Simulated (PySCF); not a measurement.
Working out the electron affinity of Te

Te⁻ [Kr] 4d10 5s2 5p5 (2P) → Te [Kr] 4d10 5s2 5p4 (3P). Computed with PySCF 2.14 in aug-cc-pVQZ-PP with ECP28MDF, with scalar relativity through the core potential. Frozen: 4s2 4p6 4d10. Energies in hartree (1 hartree = 27.21139 eV):

| part | Te⁻ (lower) | Te (upper) |
| --- | --- | --- |
| UHF | -267.045732 | -267.006904 |
| CCSD correlation | -0.144547 | -0.112111 |
| (T) | -0.006805 | -0.004170 |

Question: What does Hartree-Fock give?

Answer: (-267.006904) − (-267.045732) = 0.038828 hartree = 1.057 eV.

Question: What do CCSD and CCSD(T) give?

Answer: The CCSD correlation energies differ by 0.032436 hartree = 0.883 eV and the triples by 0.002635 hartree = 0.072 eV, so CCSD gives 1.940 eV and CCSD(T) 2.012 eV.

Reference: 1.971 eV (measured; photodetachment measurements, as compiled on the Wikipedia data page of electron affinities), between the lowest levels; spin-orbit coupling is absent from the calculation.

What remains against the reference includes basis incompleteness, the frozen core and higher excitations.
